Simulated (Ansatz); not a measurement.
Ga₇P₈H₂₆⁺, a nanocrystal cut from zinc blende GaP (hydrogen-capped), relaxed as a singlet with RKS r2SCAN-D4/def2-SVP in Ansatz, starting from the GFN2-xTB geometry. Force threshold 0.03 eV/Å.

Single mean-field runs in def2-SVP are fitted with def2-universal-jkfit.

Start:

Cartesian coordinates in Å:
```
Ga -0.706 3.556 -3.935
Ga -3.272 0.075 -2.675
Ga -0.750 1.848 0.370
Ga -0.467 -1.925 1.731
Ga 1.055 -0.841 -2.046
Ga 1.770 0.572 4.357
Ga 3.700 -2.726 1.735
P -0.186 3.290 -1.511
P -2.974 0.963 -0.389
P -0.327 -0.668 3.796
P -2.632 1.968 -4.063
P -1.272 -1.316 -2.796
P 0.433 -0.233 0.224
P 1.334 -3.526 1.581
P 3.405 -1.020 3.473
H -1.277 4.984 -4.118
H 0.443 2.901 -4.741
H -4.654 -0.608 -2.908
H -0.899 2.543 1.764
H -1.901 -2.412 1.298
H 1.477 0.457 -2.802
H 1.800 -2.200 -2.072
H 1.891 0.696 5.892
H 1.657 1.784 3.371
H 3.852 -2.010 0.353
H 4.595 -3.872 2.257
H -0.450 4.536 -0.951
H 1.196 3.397 -1.402
H -4.064 1.734 -0.018
H -3.267 -0.110 0.447
H -1.264 0.329 3.533
H -1.053 -1.289 4.799
H -3.811 2.661 -4.303
H -2.570 1.380 -5.321
H -1.296 -1.905 -4.051
H -1.654 -2.464 -2.108
H 1.640 0.071 0.858
H 1.193 -3.893 0.246
H 0.946 -4.747 2.108
H 4.571 -0.272 3.397
H 3.790 -1.704 4.619
```

```
step   energy (eV)  largest force component (eV/Å)  SCF passes
   1  -441304.8635                           1.262          17
   2  -441305.3228                           0.445          19
   3  -441305.3958                           0.136          18
   4  -441305.4614                           0.073          18
   5  -441305.4906                           0.075          18
   6  -441305.4934                           0.158          18
   7  -441305.4990                           0.129          20
   8  -441305.5045                           0.013          19
   9  -441305.5066                           0.068          18
  10  -441305.5074                           0.070          19
  11  -441305.5083                           0.044          20
  12  -441305.5089                           0.011          20
  13  -441305.5093                           0.024          20
  14  -441305.5095                           0.033          20
  15  -441305.5097                           0.025          13
```

Force components are those of the run's own axes.

End:

```xyz
41

Ga   -0.603    3.326   -3.862
Ga   -3.249    0.074   -2.703
Ga   -0.939    1.854    0.291
Ga   -0.381   -1.773    1.567
Ga    0.897   -0.846   -2.120
Ga    1.852    0.506    4.220
Ga    3.708   -2.441    1.703
P    -0.233    3.343   -1.445
P    -3.057    1.033   -0.514
P    -0.166   -0.760    3.712
P    -2.606    1.935   -4.044
P    -1.394   -1.413   -2.766
P     0.388   -0.078    0.102
P     1.437   -3.305    1.534
P     3.455   -1.242    3.785
H    -1.064    4.767   -4.225
H     0.539    2.474   -4.480
H    -4.644   -0.533   -3.012
H    -1.087    2.524    1.688
H    -1.792   -2.326    1.193
H     1.269    0.376   -3.013
H     1.648   -2.209   -2.025
H     1.830    0.861    5.733
H     1.960    1.514    3.030
H     3.776   -1.355    0.583
H     4.667   -3.649    1.897
H    -0.570    4.636   -0.966
H     1.172    3.413   -1.258
H    -4.052    2.038   -0.388
H    -3.562    0.100    0.430
H    -1.301    0.076    3.879
H    -0.469   -1.734    4.701
H    -3.765    2.755   -4.063
H    -2.670    1.463   -5.382
H    -1.399   -1.935   -4.087
H    -1.846   -2.573   -2.083
H     1.628    0.328    0.668
H     1.303   -4.058    0.338
H     1.166   -4.335    2.475
H     4.725   -0.663    4.046
H     3.430   -2.169    4.862
```

By distances, no bond broke or formed. The bond that changes most is Ga3–P9, from 2.51 to 2.41 Å (atoms count from 1).

The force fell under the threshold at step 8, but the optimiser went on and released 0.005 eV more. No frequencies were taken in this run, so the end may be a saddle point.

Run time 95 s (2 threads of AMD EPYC 7R13 on a shared host and a share (18 GiB) of an NVIDIA H100 80GB HBM3), peak host memory 1.1 GiB.
